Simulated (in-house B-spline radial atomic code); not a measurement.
Results of a calculation; reference values are marked as such.
Si ion on As atom: potential, deflection and energy transfer

The pair potential comes from two frozen, spherical free-atom densities (PBE, B-spline radial code, scalar-relativistic past argon): electrostatics plus the change in Thomas-Fermi kinetic and Dirac exchange energy where they overlap, the recipe behind the universal ZBL potential, which averages such potentials (from solid-state densities) over many pairs. It is written V = (Z1 Z2 e²/r) φ(r/a), with e² = 14.3996 eV·Å and a = 0.46850 Å/(Z1^0.23 + Z2^0.23); ZBL's fit is φ = 0.18175 e^(−3.1998x) + 0.50986 e^(−0.94229x) + 0.28022 e^(−0.4029x) + 0.02817 e^(−0.20162x). Where φ falls below 4e-4 it is continued as an exponential.

Masses 28.09 and 74.92 u.

| x = r/a | φ, this pair | φ, ZBL |
| --- | --- | --- |
| 0.1 | 0.8936 | 0.8928 |
| 0.5 | 0.6267 | 0.6096 |
| 1.5 | 0.3154 | 0.2995 |
| 3 | 0.1358 | 0.1292 |
| 5 | 0.05378 | 0.05224 |
| 8 | 0.0171 | 0.01705 |
| 12 | 0.005285 | 0.00474 |
| 17 | 0.00118 | 0.001212 |

(1) At x = 6.5 the electrostatic, kinetic and exchange parts are 10.5, 283.02 and -36.39 eV. Find r, V and φ.

(2) The ion comes in at 7.946 keV with impact parameter 0.0576 Å. The scattering integral gives a centre-of-mass angle of 141° and a closest approach of 2.203 a. What are the reduced energy, the energy passed on and the laboratory angles?

Results:

(1) a = 0.46850/(1.8349 + 2.2349) = 0.11512 Å, so r = 0.74826 Å. V = 10.5 + 283.02 + (-36.39) = 257.13 eV. The bare repulsion is 14 × 33 × 14.3996/0.74826 = 8890.8 eV, so φ = 0.0289, -0.7 % against ZBL's 0.0291. The kinetic (Pauli) term is 110 % of V here, as the other two terms together attract.

(2) ε = E a M2/(Z1 Z2 e² (M1 + M2)) = 7946 × 1.2585e-05 = 0.1. The most that one collision can pass on is γE with γ = 4 M1 M2/(M1 + M2)² = 0.7933. Here T = γE sin²(θ/2) = 0.7933 × 7946 × 0.8884 = 5600 eV. The ion turns by arctan(sin θ/(cos θ + M1/M2)) = 122.6° (second quadrant: it bounces back), and the struck atom leaves at (180° − θ)/2 = 19.5°. The closest approach is 0.254 Å. With ZBL the angle would be 139.86° and T = 5561 eV.
